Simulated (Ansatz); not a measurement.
Breaking a bond: NaBr, singlet.

Computed with: RKS-PBE = restricted PBE/aug-cc-pVQZ in Ansatz (a first-principles code); UKS-PBE = unrestricted PBE/aug-cc-pVQZ in Ansatz; UCCSD(T) = CCSD(T) on UHF/aug-cc-pVQZ, cores with 3d frozen in Ansatz.

Energies relative to the lowest point of each curve near equilibrium, in kJ/mol; the last columns give the difference from UCCSD(T):

```json
[
 {"R / Å": "2.01", "RKS-PBE": "139.8", "UKS-PBE": "139.8", "UCCSD(T)": "160.4", "RKS-PBE − UCCSD(T)": "-20.6", "UKS-PBE − UCCSD(T)": "-20.6"},
 {"R / Å": "2.16", "RKS-PBE": "56.5", "UKS-PBE": "56.5", "UCCSD(T)": "67.9", "RKS-PBE − UCCSD(T)": "-11.4", "UKS-PBE − UCCSD(T)": "-11.4"},
 {"R / Å": "2.22", "RKS-PBE": "36.3", "UKS-PBE": "36.3", "UCCSD(T)": "44.8", "RKS-PBE − UCCSD(T)": "-8.5", "UKS-PBE − UCCSD(T)": "-8.5"},
 {"R / Å": "2.38", "RKS-PBE": "6.6", "UKS-PBE": "6.6", "UCCSD(T)": "9.6", "RKS-PBE − UCCSD(T)": "-3.0", "UKS-PBE − UCCSD(T)": "-3.0"},
 {"R / Å": "2.45", "RKS-PBE": "1.6", "UKS-PBE": "1.6", "UCCSD(T)": "2.9", "RKS-PBE − UCCSD(T)": "-1.3", "UKS-PBE − UCCSD(T)": "-1.3"},
 {"R / Å": "2.51", "RKS-PBE": "0.0", "UKS-PBE": "0.0", "UCCSD(T)": "0.1", "RKS-PBE − UCCSD(T)": "-0.1", "UKS-PBE − UCCSD(T)": "-0.1"},
 {"R / Å": "2.60", "RKS-PBE": "1.3", "UKS-PBE": "1.3", "UCCSD(T)": "0.0", "RKS-PBE − UCCSD(T)": "1.3", "UKS-PBE − UCCSD(T)": "1.3"},
 {"R / Å": "2.67", "RKS-PBE": "4.6", "UKS-PBE": "4.6", "UCCSD(T)": "2.5", "RKS-PBE − UCCSD(T)": "2.2", "UKS-PBE − UCCSD(T)": "2.2"},
 {"R / Å": "2.78", "RKS-PBE": "12.8", "UKS-PBE": "12.8", "UCCSD(T)": "9.6", "RKS-PBE − UCCSD(T)": "3.2", "UKS-PBE − UCCSD(T)": "3.2"},
 {"R / Å": "2.89", "RKS-PBE": "23.3", "UKS-PBE": "23.3", "UCCSD(T)": "19.6", "RKS-PBE − UCCSD(T)": "3.8", "UKS-PBE − UCCSD(T)": "3.8"},
 {"R / Å": "3.10", "RKS-PBE": "46.9", "UKS-PBE": "46.9", "UCCSD(T)": "42.6", "RKS-PBE − UCCSD(T)": "4.2", "UKS-PBE − UCCSD(T)": "4.2"},
 {"R / Å": "3.35", "RKS-PBE": "76.6", "UKS-PBE": "76.6", "UCCSD(T)": "72.7", "RKS-PBE − UCCSD(T)": "3.9", "UKS-PBE − UCCSD(T)": "3.9"},
 {"R / Å": "3.76", "RKS-PBE": "122.0", "UKS-PBE": "122.0", "UCCSD(T)": "120.2", "RKS-PBE − UCCSD(T)": "1.8", "UKS-PBE − UCCSD(T)": "1.8"},
 {"R / Å": "4.07", "RKS-PBE": "151.4", "UKS-PBE": "151.4", "UCCSD(T)": "152.3", "RKS-PBE − UCCSD(T)": "-0.9", "UKS-PBE − UCCSD(T)": "-0.9"},
 {"R / Å": "4.55", "RKS-PBE": "187.7", "UKS-PBE": "187.3", "UCCSD(T)": "194.4", "RKS-PBE − UCCSD(T)": "-6.8", "UKS-PBE − UCCSD(T)": "-7.1"},
 {"R / Å": "4.97", "RKS-PBE": "211.2", "UKS-PBE": "208.7", "UCCSD(T)": "224.7", "RKS-PBE − UCCSD(T)": "-13.5", "UKS-PBE − UCCSD(T)": "-16.0"},
 {"R / Å": "5.45", "RKS-PBE": "230.8", "UKS-PBE": "225.1", "UCCSD(T)": "253.1", "RKS-PBE − UCCSD(T)": "-22.2", "UKS-PBE − UCCSD(T)": "-27.9"},
 {"R / Å": "6.12", "RKS-PBE": "249.4", "UKS-PBE": "239.8", "UCCSD(T)": "—", "RKS-PBE − UCCSD(T)": "—", "UKS-PBE − UCCSD(T)": "—"},
 {"R / Å": "6.76", "RKS-PBE": "261.0", "UKS-PBE": "248.6", "UCCSD(T)": "—", "RKS-PBE − UCCSD(T)": "—", "UKS-PBE − UCCSD(T)": "—"},
 {"R / Å": "7.56", "RKS-PBE": "270.5", "UKS-PBE": "255.6", "UCCSD(T)": "—", "RKS-PBE − UCCSD(T)": "—", "UKS-PBE − UCCSD(T)": "—"}
]
```

RKS-PBE is furthest from UCCSD(T) at 5.45 (-22.2 kJ/mol, below); its mean absolute difference over the points is 6.4 kJ/mol.

UKS-PBE is furthest from UCCSD(T) at 5.45 (-27.9 kJ/mol, below); its mean absolute difference over the points is 6.9 kJ/mol.

A dash means that the run gave no value there, or that the column was ended at a point which the program doubted or which failed a test of continuity chosen for this set; such a test can also cut sound points.

The restricted form behind RKS-PBE keeps the bonding electrons paired and can't separate into open-shell fragments. The unrestricted determinant behind UKS-PBE is spin-contaminated at 4.55 to 7.56 Å (<S²> up to 0.5, against 0.00 for a pure singlet). The unrestricted determinant behind UCCSD(T) is spin-contaminated at 6.12 to 7.56 Å (<S²> up to 1.0, against 0.00 for a pure singlet).
